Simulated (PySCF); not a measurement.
B(H)(vinyl)(NH2) (C₂H₆BN), SMILES C=CBN. Atoms are numbered in the order given.

```xyz
10

B     -0.9018     0.3959     0.1255
H     -2.0199     0.7517    -0.1852
C     -0.1804    -0.7822    -0.6301
C      1.1418    -0.8257    -0.8459
H     -0.7872    -1.5936    -1.0551
H      1.6236    -1.6366    -1.4054
H      1.8090    -0.0312    -0.4868
N     -0.2649     1.0730     1.1696
H     -0.6799     1.8575     1.6556
H      0.6497     0.8098     1.5179
```
Charge 0, spin multiplicity 1.

Coordinates come from a ωB97X-D3(BJ)/def2-SVP optimisation. The values are those of a single conformer.

The numbers are results of PBE0/pcSseg-1 in PySCF, not measurements.

GIAO shieldings, no solvent; atoms listed in one row are averaged. δ = σ(ref) − σ: ¹¹B against BF3 (σ = 88.8 ppm); ¹H against TMS (σ = 31.56 ppm); ¹³C against TMS (σ = 186.3 ppm); ¹⁵N against NH3 (σ = 267.4 ppm), references at their B3LYP-D3(BJ)/def2-TZVP geometries, non-relativistic.

```json
[
 {"nucleus": "¹¹B", "atoms": "B1", "count": "1", "δ (ppm)": "24.6"},
 {"nucleus": "¹H", "atoms": "H5", "count": "1", "δ (ppm)": "6.94"},
 {"nucleus": "¹H", "atoms": "H6, H7", "count": "2", "δ (ppm)": "6.22"},
 {"nucleus": "¹H", "atoms": "H2", "count": "1", "δ (ppm)": "5.30"},
 {"nucleus": "¹H", "atoms": "H10", "count": "1", "δ (ppm)": "4.38"},
 {"nucleus": "¹H", "atoms": "H9", "count": "1", "δ (ppm)": "4.27"},
 {"nucleus": "¹³C", "atoms": "C3", "count": "1", "δ (ppm)": "152.3"},
 {"nucleus": "¹³C", "atoms": "C4", "count": "1", "δ (ppm)": "137.5"},
 {"nucleus": "¹⁵N", "atoms": "N8", "count": "1", "δ (ppm)": "110.8"}
]
```
